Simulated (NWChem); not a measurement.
System: C$_{2}$H$_{6}$AlFO; SMILES [O](C)[Al]([CH3])[F]

Input file for NWChem:

```
start job
memory heap 200 mb stack 900 mb global 1100 mb
geometry units angstroms noautosym nocenter noautoz
  Al     0.229253     0.352238    -0.241831
  F     -1.254231     0.691089    -0.926696
  C      1.519877     1.756452     0.060938
  H      2.440214     1.368416     0.522129
  H      1.105625     2.535891     0.720754
  H      1.791089     2.251649    -0.885512
  O      0.556201    -1.250303     0.172334
  C     -0.023393    -2.511739     0.144677
  H     -0.092977    -2.930600     1.164429
  H     -1.041657    -2.508855    -0.285941
  H      0.590266    -3.209094    -0.453068
end
basis spherical
  Al library def2-svp
  F library def2-svp
  C library def2-svp
  H library def2-svp
  O library def2-svp
end
dft
  xc b3lyp
  iterations 150
  mulliken
end
task dft energy
esp
  recalculate
  probe 0.07
  range 0.3
  factor 1.0
  spacing 0.02
end
task esp
```

Output (shortened):

```
             Northwest Computational Chemistry Package (NWChem) 7.3.0
             --------------------------------------------------------

                             Geometry "geometry" -> ""
                             -------------------------

 Output coordinates in angstroms (scale by  1.889725989 to convert to a.u.)

  No.       Tag          Charge          X              Y              Z
 ---- ---------------- ---------- -------------- -------------- --------------
    1 Al                  13.0000     0.22925300     0.35223800    -0.24183100
    2 F                    9.0000    -1.25423100     0.69108900    -0.92669600
    3 C                    6.0000     1.51987700     1.75645200     0.06093800
    4 H                    1.0000     2.44021400     1.36841600     0.52212900
    5 H                    1.0000     1.10562500     2.53589100     0.72075400
    6 H                    1.0000     1.79108900     2.25164900    -0.88551200
    7 O                    8.0000     0.55620100    -1.25030300     0.17233400
    8 C                    6.0000    -0.02339300    -2.51173900     0.14467700
    9 H                    1.0000    -0.09297700    -2.93060000     1.16442900
   10 H                    1.0000    -1.04165700    -2.50885500    -0.28594100
   11 H                    1.0000     0.59026600    -3.20909400    -0.45306800

 Effective nuclear repulsion energy (a.u.)     221.3146405753

                                 NWChem DFT Module
                                 -----------------

 Summary of "ao basis" -> "ao basis" (spherical)
 ------------------------------------------------------------------------------
       Tag                 Description            Shells   Functions and Types
 ---------------- ------------------------------  ------  ---------------------
 Al                         def2-svp                 8       18   4s3p1d
 F                          def2-svp                 6       14   3s2p1d
 C                          def2-svp                 6       14   3s2p1d
 H                          def2-svp                 3        5   2s1p
 O                          def2-svp                 6       14   3s2p1d

            General Information
            -------------------
          SCF calculation type: DFT
          Wavefunction type:  closed shell.
          No. of atoms     :    11
          No. of electrons :    48
           Alpha electrons :    24
            Beta electrons :    24
          Charge           :     0
          Spin multiplicity:     1
          Use of symmetry is: off; symmetry adaption is: off
          Maximum number of iterations: 150
          AO basis - number of functions:   104
                     number of shells:    50
          Convergence on energy requested:  1.00D-06
          Convergence on density requested:  1.00D-05
          Convergence on gradient requested:  5.00D-04

              XC Information
              --------------
                         B3LYP Method XC Potential
                     Hartree-Fock (Exact) Exchange  0.200
                        Slater Exchange Functional  0.800 local
                    Becke 1988 Exchange Functional  0.720 non-local
              Lee-Yang-Parr Correlation Functional  0.810
                  VWN I RPA Correlation Functional  0.190 local

[...]

                     NWChem Electrostatic Potential Fit Module
                     -----------------------------------------

 Atom parameters

 Number of atoms is                                   11
 Number of basis functions is                        104

 Grid parameters

 Maximum number of grid points is                  45962
 Number of grid points is                          45961
 Grid range                                     0.300000 nm
 Grid spacing                                   0.020000 nm
 Probe radius                                   0.070000 nm
 Atom radius factor                             1.000000

 Atomic radii

    1    0.100000
    6    0.147000
    8    0.136000
    9    0.128000
   13    0.195000
 FASTESP  F
  using M.O. file = ./job.movecs

    Atom              Coordinates                           Charge

                                                  ESP

    1 Al    0.022925    0.035224   -0.024183    1.117122
    2 F    -0.125423    0.069109   -0.092670   -0.471457
    3 C     0.151988    0.175645    0.006094   -0.643443
    4 H     0.244021    0.136842    0.052213    0.120960
    5 H     0.110563    0.253589    0.072075    0.131123
    6 H     0.179109    0.225165   -0.088551    0.132014
    7 O     0.055620   -0.125030    0.017233   -0.664135
    8 C    -0.002339   -0.251174    0.014468    0.441782
    9 H    -0.009298   -0.293060    0.116443   -0.054965
   10 H    -0.104166   -0.250886   -0.028594   -0.054113
   11 H     0.059027   -0.320909   -0.045307   -0.054888
                                            ------------
                                                0.000000

 Dipole moment                                  0.432747

 Quadrupole moment Qxx                         -8.781159
                   Qyy                          5.807663
                   Qzz                          2.973496

 RMS deviation kJ/mol                           0.050805

 RRMS %                                        30.371960
```

Level: B3LYP/def2-SVP. Coordinates come from a PBE0/def2-SVP optimisation.
